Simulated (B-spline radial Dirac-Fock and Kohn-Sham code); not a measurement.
## Photoionisation of calcium ions at W Kα (59318.2 eV)

Method: Dirac-Hartree-Slater photoionisation with all multipoles and Dirac-Fock thresholds. Computed with an atomic code on a B-spline grid. Cross sections in kb; a dash marks an empty subshell or a threshold above the photon energy.

```
  ion  configuration    total     2p1/2     2p3/2        3s     3p3/2        4s
   Ca       [Ar] 4s2  0.03062  5.30e-05  9.22e-05  0.000298  1.11e-05  2.60e-05
Ca¹³⁺   [He] 2s2 2p3  0.03073  3.28e-05  5.73e-05         –         –         –
Ca¹⁸⁺            1s2  0.02839         –         –         –         –         –
Ca¹⁹⁺            1s1  0.01445         –         –         –         –         –
```
